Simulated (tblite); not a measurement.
C3H12N2OSi.
SMILES with atom numbers: `[CH3:1][CH2:2][CH2:3][NH:4][Si@@H:5]([NH2:6])[OH:7]` (hydrogens: H8, H9, H10 on C1; H11, H12 on C2; H13, H14 on C3; H15 on N4; H16 on Si5; H17, H18 on N6; H19 on O7)

Computed geometry: GFN2-xTB, gas phase.

(1) Give the optimised bond lengths and angles.

## Answers

(1) 
```tsv
bond	length (Å)
C1–C2	1.523
C2–C3	1.533
C3–N4	1.439
N4–Si5	1.713
Si5–N6	1.729
Si5–O7	1.630
C1–H8, C1–H9, C1–H10	1.088
C2–H11	1.093
C2–H12	1.092
C3–H13	1.101
C3–H14	1.092
N4–H15	1.007
Si5–H16	1.466
N6–H17, N6–H18	1.007
O7–H19	0.951
```

Bonds in one row agree within 0.01 Å and their mean is given. A selection of angles:
```tsv
angle	degrees
C2–C1–H8	110.4
C2–C1–H10	110.7
H8–C1–H9	108.6
C1–C2–C3	111.5
C1–C2–H11	109.5
C1–C2–H12	110.1
C3–C2–H11	108.7
C3–C2–H12	109.0
H11–C2–H12	108.0
C2–C3–N4	111.5
C2–C3–H13	109.1
C2–C3–H14	109.4
N4–C3–H13	111.3
N4–C3–H14	107.9
H13–C3–H14	107.6
C3–N4–Si5	125.4
C3–N4–H15	112.7
Si5–N4–H15	118.3
N4–Si5–N6	115.0
N4–Si5–O7	101.2
N4–Si5–H16	115.8
N6–Si5–O7	110.0
N6–Si5–H16	103.7
O7–Si5–H16	111.5
Si5–N6–H17	117.8
H17–N6–H18	109.1
Si5–O7–H19	117.5
```

Dihedral angles: C1–C2–C3–N4 63° (synclinal); C2–C3–N4–Si5 -137° (anticlinal); C3–N4–Si5–N6 55° (synclinal); H19–O7–Si5–N4 -171° (antiperiplanar).

Of the pairs four or more bonds apart, N4···H9 is among the closest relative to their van der Waals radii: 2.63 Å, 95 % of the sum of Bondi's values. N4 (silicon-bound nitrogen) is almost planar (angles 125.4°, 118.3° and 112.7°, sum 356.4°, 0.15 Å off the plane of its three neighbours). N6 (silicon-bound nitrogen) is pyramidal (angles 117.8°, 117.8° and 109.1°, sum 344.6°, 0.27 Å off the plane of its three neighbours). Si5 (oxygen-bound silicon) is distorted tetrahedral (angles from 101.2° to 115.8°). O7 (silanol oxygen) is bent (angle 117.5°).

Point group: C1 (no symmetry element, even within 0.4 Å). Its GFN2-xTB frequencies are all real (lowest 30 cm⁻¹). The numbers are those of one conformer (C1–C2–C3–N4 63°, C2–C3–N4–Si5 -137°, C3–N4–Si5–N6 55°, N4–Si5–N6–H -74° and 60°, N4–Si5–O7–H -171°).
